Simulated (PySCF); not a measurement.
Input of a run (PBE0-D3(BJ)/def2-SVP geometry optimisation, gas phase (PySCF 2.14.0)), started from GFN2-xTB:
```
{"job": {"xc": "PBE0", "basis": "def2-SVP", "d3": "d3bj", "grid": 1, "shake": 0.01, "kind": "geom"}, "charge": 0, "multiplicity": 1}
O      1.895750    -0.023000     1.943240
C      1.440870    -0.304770     0.862530
C      0.080200     0.109530     0.318420
O     -0.176900    -0.305530    -0.828060
B     -1.566740     0.057070    -1.488840
O     -2.400480     0.926570    -0.489510
C     -1.949150     1.260240     0.631630
C     -0.682120     0.919360     1.132590
C      2.271620    -1.177000    -0.098620
F      2.511870    -0.542130    -1.253880
F      1.627160    -2.323210    -0.397080
F      3.457940    -1.507730     0.418530
H     -2.187880    -0.930540    -1.679560
H     -1.350780     0.736610    -2.420700
H     -2.631830     1.859710     1.245860
H     -0.358580     1.242460     2.114180
```

Output (energies in Eh, forces in Eh/bohr):
```
step   0  E = -741.67705610  max force = 0.033303
step   1  E = -741.68293805  max force = 0.009771
step   2  E = -741.68314328  max force = 0.008491
step   3  E = -741.68401992  max force = 0.002699
step   4  E = -741.68407027  max force = 0.001863
step   5  E = -741.68412803  max force = 0.000705
step   6  E = -741.68413138  max force = 0.000712
step   7  E = -741.68413834  max force = 0.000297
optimisation converged
```

Problem. Summarise the run.

Solution. The energy falls by 18.6 kJ/mol over 8 energy and gradient evaluations, the largest force component goes from 0.0333 to 3.0e-04 Eh/bohr, and the atoms move by 0.039 Å rms after alignment. The bond that changes most is B5–H14 (four-coordinate boron to B–H hydrogen), which lengthens by 0.041 Å. Bonds longer at the end by more than 0.005 Å: 6 of 16; shorter: 7. Among the angles that change most is O1–C2–C3, from 126.4° to 121.8°. The energy never rose by more than 1e-6 Eh on the way. The first step brought 83 % of the lowering.

Problem. What are the final bond lengths?

Solution. O1=C2 1.197 Å, C2–C3 1.515 Å, C3=O4 1.268 Å, O4–B5 1.542 Å, B5–O6 1.545 Å, O6–C7 1.260 Å, C7=C8 1.400 Å, C2–C9 1.547 Å, C9–F10 1.328 Å, C9–F11 1.327 Å, C9–F12 1.321 Å, C3–C8 1.388 Å, B5–H13 1.214 Å, B5–H14 1.214 Å, C7–H15 1.101 Å, C8–H16 1.087 Å. Numbering counts from 1 in the input's order; the species is `C1=CC(C(C(F)(F)F)=O)=[O+][BH2-]O1`.

The run used 188 basis functions and 61 SCF cycles in all. On one thread of an Arm Neoverse V2, shared host with 32 logical CPUs at a one-minute load of 21, this took 2.4 min wall and 0.82 GiB of memory at its peak.

Stationary, but not proved a minimum. The numbers are those of one conformer.

Conformer computed: `[O:1]=[C:2]([C:3]1=[O+:4][BH2-:5][O:6][CH:7]=[CH:8]1)[C:9]([F:10])([F:11])[F:12]`: O1–C2–C3–O4 -179°, O1–C2–C9–F10 -120°.
